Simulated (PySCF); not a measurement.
Results of a calculation; reference values are marked as such.
## AlSi3H8O3

AlSi3H8O3 is a small molecule (built as: Si site whose three back bonds go to SiH3, SiH3, OAl(OH)2), neutral, doublet. The structure, one conformer, was relaxed in the gas phase by PBE0-D3(BJ)/def2-SVP. No frequency run checks that it is a minimum.

SMILES: [OH][Al]([OH])[O][Si]([SiH3])[SiH3]

```xyz
15

Si   -0.824    0.839   -0.412
Si    0.783    2.538   -0.248
Si   -0.828   -0.267   -2.480
O    -0.664   -0.240    0.835
Al   -0.049   -1.477    1.816
O     1.372   -2.254    1.331
O    -0.828   -1.934    3.248
H     0.654    3.437   -1.438
H     0.567    3.349    0.991
H     2.180    1.995   -0.203
H    -0.972    0.751   -3.567
H    -1.982   -1.216   -2.553
H     0.428   -1.050   -2.714
H     1.785   -2.961    1.829
H    -1.634   -1.535    3.580
```
Atom numbers follow the order of the file, from 1.

EPR values by unrestricted B3LYP, IGLO-III on Al O Si, pcH-1 on H.

Task: Predict g and the largest hyperfine couplings. Where does the spin sit?

Result: g = 2.0014, 2.0020, 2.0064. The spin sits on Si1 (85 %, bonded to 1 O + 2 Si) by Mulliken populations.
```
atom  isotope  isotropic (MHz)  dipolar, principal values (MHz)
 Si1     29Si           -437.1               -142.5, 70.3, 72.2
 H13       1H             63.9                  -2.4, -0.3, 2.6
 H10       1H             61.3                  -2.3, -0.3, 2.7
 Si3     29Si            -48.6                  -12.5, 4.7, 7.7
 Si2     29Si            -48.3                  -12.4, 4.7, 7.7
  O4      17O            -30.0                -23.1, 11.2, 11.9
```

Task: How do the isotropic couplings move with BHandHLYP?

Result: Si1 -437.1 to -470.6 MHz, H13 63.9 to 62.5 MHz, H10 61.3 to 60.1 MHz, Si3 -48.6 to -48.1 MHz.
